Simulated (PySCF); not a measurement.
## WBr from Hartree–Fock to correlated methods

State: ⁶Σ⁺ (sextet), unpaired electrons σ ↑, π ↑↑, δ ↑↑. Set-up: basis W def2-TZVPP with ECP60, Br def2-TZVPP; scalar-relativistic core potentials; PySCF 2.14. De refers to W (5d4 6s2) + Br in their high-spin ground configurations, without counterpoise correction. The functionals are run spin-unrestricted. A positive dipole means W(−)Br(+).

```json
{"Level": "UHF", "Re (Å)": "2.507", "ωe (cm⁻¹)": "238", "De (eV)": "n/a", "μ (D)": "-4.56"}
{"Level": "UHF-MP2", "Re (Å)": "2.404", "ωe (cm⁻¹)": "271", "De (eV)": "n/a", "μ (D)": "n/a"}
{"Level": "UHF-SCS-MP2", "Re (Å)": "2.424", "ωe (cm⁻¹)": "263", "De (eV)": "n/a", "μ (D)": "n/a"}
{"Level": "PBE", "Re (Å)": "2.425", "ωe (cm⁻¹)": "254", "De (eV)": "n/a", "μ (D)": "-2.84"}
{"Level": "PBEsol", "Re (Å)": "2.401", "ωe (cm⁻¹)": "263", "De (eV)": "n/a", "μ (D)": "-2.74"}
{"Level": "BP86", "Re (Å)": "2.427", "ωe (cm⁻¹)": "253", "De (eV)": "n/a", "μ (D)": "-2.83"}
{"Level": "TPSS", "Re (Å)": "2.433", "ωe (cm⁻¹)": "253", "De (eV)": "n/a", "μ (D)": "-3.07"}
{"Level": "r²SCAN", "Re (Å)": "2.429", "ωe (cm⁻¹)": "255", "De (eV)": "n/a", "μ (D)": "-3.24"}
{"Level": "PBE0", "Re (Å)": "2.423", "ωe (cm⁻¹)": "259", "De (eV)": "n/a", "μ (D)": "-3.38"}
{"Level": "MN15", "Re (Å)": "2.409", "ωe (cm⁻¹)": "265", "De (eV)": "n/a", "μ (D)": "-3.49"}
{"Level": "ωB97X", "Re (Å)": "2.431", "ωe (cm⁻¹)": "258", "De (eV)": "n/a", "μ (D)": "-3.75"}
```

The bond length runs from 2.401 Å (PBEsol) to 2.507 Å (UHF).

Correlated steps freeze 9 core orbitals. De is left out where the level can put another filling of the metal’s s and d shells below the measured ground configuration, by anything from nothing to about 1 eV. Spin–orbit coupling is left out, which matters for elements this heavy, above all for dissociation energies. The state is the lowest single determinant that the PBE0 search found; with open d or f shells the true ground state can be another one.

The whole job (state search and all levels along the bond) took about 4.6 min on 2 threads of Intel Xeon 6975P-C (shared host), peak memory 3.7 GiB.
